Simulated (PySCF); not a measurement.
Te₃: from structure and modes to constants

Method: PBE in PySCF with Te def2-TZVP with ECP28; scalar-relativistic core potentials, no spin–orbit coupling; density-fitted integrals.

The singlet minimum has D3h symmetry. Masses (u): Te 129.90622.

```xyz
3
charge 0 multiplicity 1, angstrom
Te    0.7973   -1.3809    0.0000
Te   -1.5945    0.0000    0.0000
Te    0.7973    1.3809    0.0000
```

Harmonic wavenumbers (cm⁻¹): 168.3 (e', ×2), 224.5 (a1', ×1).

Q: What is the harmonic zero-point energy?

A: Half the sum of all 3 wavenumbers, 561/2 = 281 cm⁻¹, which is 3.4 kJ/mol (1 cm⁻¹ = 0.0119627 kJ/mol).

Q: Find the vibrational entropy and heat capacity at 298.15 K.

A: With u = 1.43878 ω/T, each mode gives S = R[u/(eᵘ−1) − ln(1−e⁻ᵘ)] and C = R u² eᵘ/(eᵘ−1)².
```tsv
ω (cm⁻¹)	u	S (J/(mol K))	C (J/(mol K))
168.3 (×2)	0.812	10.27	7.87
224.5	1.084	8.04	7.55
```
The sums over all modes are S = 28.6 and C = 23.3 J/(mol K); the softest mode gives 36 % of the entropy (each member, where degenerate).

Q: Give the standard entropy (298.15 K, 1 bar) by its translational, rotational, vibrational and spin parts, and Cp.

A: Sackur–Tetrode with M = 389.72 u gives 183.3; rotation with symmetry number 6 gives 113.9; vibration 28.6; spin R ln 1 = 0.0. The total is 325.7 J/(mol K), and Cp = 4 R + 23.3 = 56.5 J/(mol K).

Other isomers or separated fragments may lie lower.
